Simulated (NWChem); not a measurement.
A series in which one site is exchanged, each optimised at PBE0/def2-SVP with NWChem, gas phase unless a solvent is named. All stand in one matching conformer (torsions within 35°), which need not be the lowest. This build's default masses of Se (78.918 u) and Br (79.917 u) are each other's, which moves their modes by up to 0.6 %.

A: [AlH]([OH])[CH3] (CH₅AlO; site = H)
B: [CH3][Al]([OH])[Br] (CH$_{4}$AlBrO; site = Br)
C: [CH3][Al]([OH])[Cl] (CH₄AlClO; site = Cl)

Values for A:

- dipole (D), PBE0/def2-SVP: 0.63
- orbital gap (eV), PBE0/def2-SVP: 7.59
- static polarisability, B3LYP/def2-SVPD (bohr³): 45.2

### Question
How do these values change for the other members?

### Answer
```
change from A                                       B      C
----------------------------------------------  -----  -----
dipole (D), PBE0/def2-SVP                       +0.18  +0.13
orbital gap (eV), PBE0/def2-SVP                 +0.41  +0.96
static polarisability, B3LYP/def2-SVPD (bohr³)  +18.8  +10.3
```
